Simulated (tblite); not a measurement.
Parent: `[CH2:1]1[CH2:2][P:3]2[CH2:4][CH2:5][CH:6]1[CH2:7]2`, C6H11P.

Computed geometry: GFN2-xTB, gas phase. One conformer each, not checked by frequencies here.

```json
{"coordinate of the parent": "C1–C2", "value": "1.538 Å"}
{"coordinate of the parent": "C2–P3", "value": "1.868 Å"}
{"coordinate of the parent": "P3–C4", "value": "1.868 Å"}
{"coordinate of the parent": "C4–C5", "value": "1.538 Å"}
{"coordinate of the parent": "C5–C6", "value": "1.531 Å"}
{"coordinate of the parent": "C6–C7", "value": "1.524 Å"}
{"coordinate of the parent": "C1–C6", "value": "1.531 Å"}
{"coordinate of the parent": "P3–C7", "value": "1.859 Å"}
{"coordinate of the parent": "C2–C1–C6", "value": "107.4°"}
{"coordinate of the parent": "C1–C2–P3", "value": "107.3°"}
{"coordinate of the parent": "C2–P3–C4", "value": "93.6°"}
{"coordinate of the parent": "C2–P3–C7", "value": "88.8°"}
{"coordinate of the parent": "C4–P3–C7", "value": "88.8°"}
{"coordinate of the parent": "P3–C4–C5", "value": "107.3°"}
{"coordinate of the parent": "C4–C5–C6", "value": "107.4°"}
{"coordinate of the parent": "C5–C6–C7", "value": "105.2°"}
{"coordinate of the parent": "C1–C6–C5", "value": "110.0°"}
{"coordinate of the parent": "C1–C6–C7", "value": "105.2°"}
{"coordinate of the parent": "P3–C7–C6", "value": "98.8°"}
```

Question: How does the shared frame change in `[S:1]=[P@:2]12[CH2:3][CH2:4][C@H:5]([CH2:6][CH2:7]1)[CH2:8]2`, C6H11PS? Atoms pair as C1 = C4, C2 = C3, P3 = P2, C4 = C7, C5 = C6, C6 = C5, C7 = C8 (parent first).

Answer: 
| parent | relative | value in the relative | change |
| --- | --- | --- | --- |
| C1–C2 | C4–C3 | 1.537 Å | -0.001 |
| C2–P3 | C3–P2 | 1.846 Å | -0.022 |
| P3–C4 | P2–C7 | 1.846 Å | -0.022 |
| C4–C5 | C7–C6 | 1.537 Å | -0.001 |
| C5–C6 | C6–C5 | 1.538 Å | +0.007 |
| C6–C7 | C5–C8 | 1.525 Å | +0.001 |
| C1–C6 | C4–C5 | 1.538 Å | +0.007 |
| P3–C7 | P2–C8 | 1.846 Å | -0.013 |
| C2–C1–C6 | C3–C4–C5 | 108.2° | +0.8 |
| C1–C2–P3 | C4–C3–P2 | 104.3° | -3.0 |
| C2–P3–C4 | C3–P2–C7 | 98.5° | +4.9 |
| C2–P3–C7 | C3–P2–C8 | 91.8° | +3.0 |
| C4–P3–C7 | C7–P2–C8 | 91.8° | +3.0 |
| P3–C4–C5 | P2–C7–C6 | 104.3° | -3.0 |
| C4–C5–C6 | C7–C6–C5 | 108.2° | +0.8 |
| C5–C6–C7 | C6–C5–C8 | 105.8° | +0.6 |
| C1–C6–C5 | C4–C5–C6 | 110.3° | +0.3 |
| C1–C6–C7 | C4–C5–C8 | 105.9° | +0.7 |
| P3–C7–C6 | P2–C8–C5 | 95.1° | -3.7 |

Of the parent's bonds, C2–P3 and P3–C4 change most and about equally (-0.022 Å). Bonds of the relative outside the shared frame: S1=P2 1.933 Å. Point group Cs → Cs.

Question: How does the shared frame change in `[O:1]=[P@:2]12[CH2:3][CH2:4][C@H:5]([CH2:6][CH2:7]1)[CH2:8]2`, C6H11OP? Atoms pair as C1 = C4, C2 = C3, P3 = P2, C4 = C7, C5 = C6, C6 = C5, C7 = C8 (parent first).

Answer: 
| parent | relative | value in the relative | change |
| --- | --- | --- | --- |
| C1–C2 | C4–C3 | 1.535 Å | -0.003 |
| C2–P3 | C3–P2 | 1.837 Å | -0.031 |
| P3–C4 | P2–C7 | 1.837 Å | -0.031 |
| C4–C5 | C7–C6 | 1.535 Å | -0.003 |
| C5–C6 | C6–C5 | 1.539 Å | +0.008 |
| C6–C7 | C5–C8 | 1.525 Å | +0.001 |
| C1–C6 | C4–C5 | 1.539 Å | +0.008 |
| P3–C7 | P2–C8 | 1.837 Å | -0.022 |
| C2–C1–C6 | C3–C4–C5 | 108.3° | +0.9 |
| C1–C2–P3 | C4–C3–P2 | 103.5° | -3.8 |
| C2–P3–C4 | C3–P2–C7 | 100.0° | +6.4 |
| C2–P3–C7 | C3–P2–C8 | 92.5° | +3.7 |
| C4–P3–C7 | C7–P2–C8 | 92.5° | +3.7 |
| P3–C4–C5 | P2–C7–C6 | 103.5° | -3.8 |
| C4–C5–C6 | C7–C6–C5 | 108.3° | +0.9 |
| C5–C6–C7 | C6–C5–C8 | 105.9° | +0.7 |
| C1–C6–C5 | C4–C5–C6 | 110.3° | +0.3 |
| C1–C6–C7 | C4–C5–C8 | 105.9° | +0.7 |
| P3–C7–C6 | P2–C8–C5 | 94.2° | -4.6 |

Of the parent's bonds, C2–P3 and P3–C4 change most and about equally (-0.031 Å). Bonds of the relative outside the shared frame: O1=P2 1.465 Å. Point group Cs → Cs.
